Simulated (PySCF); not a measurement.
ZrF4, SMILES [F][Zr]([F])([F])[F], multiplicity 1. Heavy atoms are numbered as in [Zr:1]([F:2])([F:3])([F:4])[F:5].

Geometry: B3LYP-D3(BJ)/def2-SVP. The spin state was assumed, not searched. The isomer is the one that the SMILES or the coordinates give; other isomers of the formula were not compared. The def2 effective core potentials stand for the cores of Zr; spin–orbit coupling is left out.

These are r2SCAN/def2-TZVPD in PySCF values and carry that method's errors.

Mulliken values depend strongly on the basis, most of all with diffuse functions as here. ESP charges are fitted to the potential on shells at 1.4 to 2.0 van der Waals radii. Atomic charges (e), one atom of each kind:

```json
[
 {"atom": "Zr1", "Mulliken": "2.25", "ESP fit": "[?]"},
 {"atom": "F2", "Mulliken": "-0.56", "ESP fit": "[?]"}
]
```

### Question
What belongs in the gaps? (Estimate from the structure and the level; the computed values follow.)

### Answer

- Zr1, ESP fit: 1.57
- F2, ESP fit: -0.39
